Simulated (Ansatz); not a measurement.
C2H5S, doublet, at a GFN2-xTB geometry, atoms displaced at random by about 0.05 Å a coordinate. Base run: Ansatz (a first-principles code) with HF/def2-SVP.

The Ansatz input:
Ansatz 0.2 input:
```yaml
crystal:
  periodic: [false, false, false]
  atoms:
    - {symbol: C, position_ang: [-1.67353645, 0.17221806, 0.19333230]}
    - {symbol: C, position_ang: [-0.37950761, -0.52750457, 0.31808540]}
    - {symbol: S, position_ang: [1.22105716, 0.19747639, -0.23035816]}
    - {symbol: H, position_ang: [-2.07459120, -0.14816244, -0.94442355]}
    - {symbol: H, position_ang: [-2.42651446, -0.29910207, 0.77212842]}
    - {symbol: H, position_ang: [-1.58058543, 1.25022938, 0.20973432]}
    - {symbol: H, position_ang: [-0.35271439, -1.49779179, 0.49586940]}
    - {symbol: H, position_ang: [0.69722510, 1.37097657, -0.15382391]}
basis:
  gaussian:
    orbitals: def2-SVP
hamiltonian:
  xc: hf
magnetization: {spin_polarized: true, initial_magnetization: 1}
relax: {}
```

Each row names what was changed in the base input (with any setting that the change needs).

```json
[
 {"change": "base", "ΔE vs base (kJ/mol)": "0.00", "optimiser steps": "9", "core-seconds (rough)": "10"},
 {"change": "relax = f_tol: 0.002", "ΔE vs base (kJ/mol)": "0.00", "optimiser steps": "11", "core-seconds (rough)": "20"},
 {"change": "relax = f_tol: 0.05", "ΔE vs base (kJ/mol)": "0.03", "optimiser steps": "6", "core-seconds (rough)": "10"},
 {"change": "relax = f_tol: 0.0005", "ΔE vs base (kJ/mol)": "0.00", "optimiser steps": "13", "core-seconds (rough)": "20"},
 {"change": "relax = escape_saddle: false", "ΔE vs base (kJ/mol)": "0.00", "optimiser steps": "9", "core-seconds (rough)": "20"},
 {"change": "relax = max_displacement: 0.5", "ΔE vs base (kJ/mol)": "0.00", "optimiser steps": "9", "core-seconds (rough)": "20"},
 {"change": "relax = f_tol: 0.1", "ΔE vs base (kJ/mol)": "0.17", "optimiser steps": "4", "core-seconds (rough)": "8"}
]
```
